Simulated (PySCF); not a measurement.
# PySCF run on KNa

File input.py (PySCF 2.14):

```python
from pyscf import gto, dft

mol = gto.M(
    atom='K 0 0 0; Na 0 0 4.048',
    basis='def2-svpd',
    charge=0,
    spin=0,
    verbose=4,
)
mf = dft.UKS(mol, xc='olyp')
mf = mf.density_fit(auxbasis='def2-universal-jkfit')
mf.kernel()
g = mf.nuc_grad_method()
g.grid_response = True
g.kernel()
mf.dip_moment()
print('orbital energies (hartree):', [e[max(0, n-3):n+3].round(4) for e, n in zip(mf.mo_energy, mol.nelec)])
```

```bash
$ python input.py
```

It prints (some set-up lines and the per-cycle HOMO/LUMO lines with their warnings removed):

```
PySCF version 2.14.0

[INPUT] Symbol           X                Y                Z      unit          X                Y                Z       unit  Magmom
[INPUT]  1 K      0.000000000000   0.000000000000   0.000000000000 AA    0.000000000000   0.000000000000   0.000000000000 Bohr   0.0
[INPUT]  2 Na     0.000000000000   0.000000000000   4.048000000000 AA    0.000000000000   0.000000000000   7.649611352239 Bohr   0.0

nuclear repulsion = 27.3216494768478
number of shells = 19
number of NR pGTOs = 90
number of NR cGTOs = 45
basis = def2-svpd
ecp = {}

******** <class 'pyscf.df.df_jk.DFUKS'> ********
method = DFUKS
initial guess = minao
damping factor = 0
level_shift factor = 0
DIIS = <class 'pyscf.scf.diis.CDIIS'>
SCF conv_tol = 1e-09
SCF max_cycles = 50
number electrons alpha = 15  beta = 15
XC functionals = olyp

grids dens level: 3
tot grids = 38144
init E= -762.056036918366
cycle= 1 E= -762.105899761568  delta_E= -0.0499  |g|= 0.0578  |ddm|= 0.849
cycle= 2 E= -761.986097299987  delta_E= 0.12  |g|= 0.171  |ddm|= 1.56
cycle= 3 E= -762.113536806652  delta_E= -0.127  |g|= 0.0254  |ddm|= 1.43
cycle= 4 E= -762.115339475166  delta_E= -0.0018  |g|= 0.0146  |ddm|= 0.302
cycle= 5 E= -762.11580946656  delta_E= -0.00047  |g|= 0.00976  |ddm|= 0.201
cycle= 6 E= -762.116176772477  delta_E= -0.000367  |g|= 0.00328  |ddm|= 0.047
cycle= 7 E= -762.116229535315  delta_E= -5.28e-05  |g|= 0.000362  |ddm|= 0.0237
cycle= 8 E= -762.116230149941  delta_E= -6.15e-07  |g|= 0.000113  |ddm|= 0.00388
cycle= 9 E= -762.116230207623  delta_E= -5.77e-08  |g|= 1.01e-05  |ddm|= 0.000766
cycle= 10 E= -762.11623020817  delta_E= -5.46e-10  |g|= 1.9e-06  |ddm|= 9.11e-05
Extra cycle  E= -762.116230207953  delta_E= 2.17e-10  |g|= 7.03e-06  |ddm|= 6.89e-05
converged SCF energy = -762.116230207953  <S^2> = 4.3023363e-12  2S+1 = 1

******** <class 'pyscf.df.grad.uks.Gradients'> for <class 'pyscf.df.df_jk.DFUKS'> ********
unit = Eh/Bohr
grid_response = True
--------------- DFUKS gradients ---------------
         x                y                z
0 K    -0.0000000000    -0.0000000000    -0.0034113873
1 Na     0.0000000000     0.0000000000     0.0034113873
----------------------------------------------
Dipole moment(X, Y, Z, Debye):  0.00000,  0.00000, -2.59308
orbital energies (hartree): [array([-0.7066, -0.7049, -0.0914, -0.0605, -0.0278, -0.0278]), array([-0.7066, -0.7049, -0.0914, -0.0605, -0.0278, -0.0278])]
```

In short: E(SCF) = -762.116230 Eh, 10 cycles, μz(SCF) = -2.59 D, gradient on the second atom 0.0034 Eh/bohr.

Wall time 3.6 s on one thread of a shared host.

The bond length is a typed value, not an optimised one. No search for the lowest solution was made.
